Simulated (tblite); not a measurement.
C3H7BOS.
Atom-mapped SMILES: `[CH3:1][B:2]1[O:3][CH2:4][CH2:5][S:6]1` (hydrogens: H7, H8, H9 on C1; H10, H11 on C4; H12, H13 on C5)

Computed with GFN2-xTB (tblite), gas phase: L-BFGS steps from a force-field or distance-geometry start until the largest atomic force falls under 0.01 eV/Å.

Step 0: E = -505.2466 eV
```
atom  x, y, z in Å  |  force x, y, z in eV/Å
C1      2.4170    0.1343   -0.0494   -0.623   0.481   0.188
B2      0.8404    0.0310   -0.0107   -2.260  -1.785  -1.265
O3     -0.1563    0.2884   -1.0308    2.527   1.318   1.421
C4     -1.3665    0.5423   -0.4159   -1.814  -0.347  -1.604
C5     -1.7614   -0.6507    0.4375    0.250   0.559   0.737
S6     -0.1450   -1.1767    1.0888    0.985   0.390   0.345
H7      2.7729    0.2725    0.9855    0.101  -0.178  -0.562
H8      2.7917   -0.8227   -0.4417    0.133   0.593   0.127
H9      2.7480    1.0006   -0.6547    0.006  -0.757   0.261
H10    -2.1235    0.6094   -1.2292    0.255   0.218   0.114
H11    -1.4110    1.4955    0.1254    0.352  -0.142   0.142
H12    -2.3336   -0.2833    1.2947   -0.193  -0.451  -0.138
H13    -2.2771   -1.4402   -0.1172    0.281   0.102   0.234
```

**Question.** Estimate the geometry and energy of step 1. (The exact step hangs on the optimiser's Hessian estimate; all steps are aligned on step 0, rigid shifts and turns removed.)

**Answer.** E = -505.5693 eV, largest force 1.865 eV/Å
```
atom  x, y, z in Å  |  force x, y, z in eV/Å
C1      2.4081    0.1412   -0.0468   -0.888  -0.079   0.040
B2      0.8081    0.0055   -0.0288   -0.760  -1.415  -0.641
O3     -0.1202    0.3072   -1.0105    0.801   1.448   0.861
C4     -1.3925    0.5374   -0.4388   -0.087  -0.071  -0.337
C5     -1.7578   -0.6427    0.4481    0.273   0.144   0.073
S6     -0.1309   -1.1711    1.0937    0.548   0.270   0.405
H7      2.7743    0.2700    0.9775    0.031  -0.111  -0.332
H8      2.7936   -0.8142   -0.4399    0.088   0.595   0.137
H9      2.7481    0.9898   -0.6510   -0.022  -0.452   0.105
H10    -2.1199    0.6125   -1.2275   -0.268   0.179  -0.639
H11    -1.4060    1.4935    0.1274    0.196  -0.409  -0.165
H12    -2.3364   -0.2898    1.2927   -0.281  -0.278   0.111
H13    -2.2731   -1.4387   -0.1139    0.368   0.178   0.383
```

The energy changes by -0.3227 eV. The first-order estimate −F·Δx gives -0.4418 eV and the mean of the old and new forces, exact on a quadratic surface, -0.3193 eV. The step makes an angle of 0° with the force vector and moves no atom by more than 0.045 Å.

What follows is the cost of the whole relaxation. Hardware: one thread, Arm Neoverse N1 (aarch64), no GPU, shared host with 64 logical CPUs at a one-minute load of 58. Cost: 0.33 s of wall time.
